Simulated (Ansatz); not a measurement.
A search over several starts for the lowest SCF solution of Sn₃F₄⁺ at the given spin, in a small basis.

```yaml
crystal:
  periodic: [false, false, false]
  atoms:
    - {symbol: Sn, position_ang: [1.446178, -1.044209, -0.334812]}
    - {symbol: Sn, position_ang: [0.028522, 2.111414, 0.094063]}
    - {symbol: Sn, position_ang: [-1.451503, -1.513146, 0.955293]}
    - {symbol: F, position_ang: [1.262022, 0.716800, 1.060487]}
    - {symbol: F, position_ang: [-0.574287, -1.613077, -0.977668]}
    - {symbol: F, position_ang: [-1.401329, 0.610578, 0.557726]}
    - {symbol: F, position_ang: [0.690396, 0.731650, -1.355088]}
basis:
  gaussian: {orbitals: def2-SVP, initial_orbitals: start.molden}
total_charge: 1
magnetization: {spin_polarized: true, initial_magnetization: 1}
hamiltonian: {xc: pbe, dispersion: d4}
output: {orbitals: {seedname: orbitals}}
```

The file start.molden holds the orbitals of an earlier run on this structure, at another level or in another basis.

```sh
$ ansatz run in.yaml --threads 4 --pin off --events-out ev --progress --plain --max-ram 8704MiB
```

Shortened log:

```
Functional definition: PBE
1465 factors; their error is unknown
mean field evaluation 1: about -28343.1839 eV, gradient 3.8e0 eV
mean field evaluation 2: about -28343.3033 eV, gradient 1.1e-1 eV
mean field evaluation 4: about -28343.2646 eV, gradient 4.0e-4 eV
mean field evaluation 8: about -28319.8883 eV, gradient 8.2e1 eV
mean field evaluation 16: about -28343.3033 eV, gradient 2.1e-1 eV
mean field -28343.26458672 eV, -1041.5957618071 hartree, gradient 1.8e-5 eV, S^2 0.751767; 1 other end points of the search recorded, 0 dependent functions left out
reference -28343.26463186 eV, -1041.5957634660 hartree; 51, 50 occupied and 83, 84 virtual orbitals, 1465 factors
Total energy: -28343.59231372 eV, -1041.6078055522 hartree
```

Hardware: 4 threads of Arm Neoverse V1 on a shared host. Wall time 4.7 s.

In the def2 sets Sn takes a core potential; there is no spin–orbit coupling. Another isomer (doublet) lies 0.12 eV lower at PBE0-D4/def2-TZVP; other spin states weren't run for this one.
